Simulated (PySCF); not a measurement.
BrClSi, neutral, multiplicity 1. Atoms are numbered in the order given.

```xyz
3

Si     1.0208     0.6420     0.0000
Cl    -0.4798     2.0759     0.0000
Br    -0.1752    -1.2651     0.0000
```
Charge 0, spin multiplicity 1.

Geometry optimised at PBE0-D3(BJ)/def2-TZVP.

Vertical ionisation energy (IE) and electron affinity (EA) in eV. Rows of orbital energies are one-electron estimates. Where ΔSCF, EOM or ADC give a negative EA the extra electron is unbound and the value depends on the basis.

| level | IE | EA |
|---|---|---|
| −ε(HOMO), −ε(LUMO), M06-2X/def2-TZVPD (PySCF) | 8.67 | 2.20 |
| ADC(2)/aug-cc-pVDZ (PySCF) | (withheld) | (withheld) |

Q: Complete the blanks. (An estimate is asked for; the answer gives what the named calculation found.)

A: 
- ADC(2)/aug-cc-pVDZ (PySCF), IE: 9.48
- ADC(2)/aug-cc-pVDZ (PySCF), EA: 1.25

Q: Beyond the first one, list the lowest photoelectron lines from ADC(2)/aug-cc-pVDZ (PySCF) with their pole strengths (two spins summed). (An estimate is asked for; the answer gives what the named calculation found.)

A: 10.52 eV (1.79), 10.96 eV (1.80), 12.31 eV (1.77), 12.36 eV (1.76), 13.27 eV (1.77).
